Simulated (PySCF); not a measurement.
Vertical excitations of a molecule C₂H₈OSi from TDA-PBE/def2-SVPD (PySCF 2.14.0), as energy in eV (oscillator strength): 6.34 (0.003), 6.51 (0.007), 6.99 (0.024), 7.06 (0.026), 7.28 (0.027), 7.51 (0.009), 7.72 (0.058), 7.81 (0.017), 7.90 (0.015), 8.02 (0.004). Lowest triplet (TDA): 6.11 eV. The structure is a stationary point at PBE0-D3(BJ)/def2-SVP. The values are those of a single conformer.

Q: Pick the molecule that these values belong to.
(A) C[C@@H](O)[SiH3]
(B) CO[SiH2]C
(C) C[SiH](C)O
(D) C[SiH2]CO

A: B, CO[SiH2]C
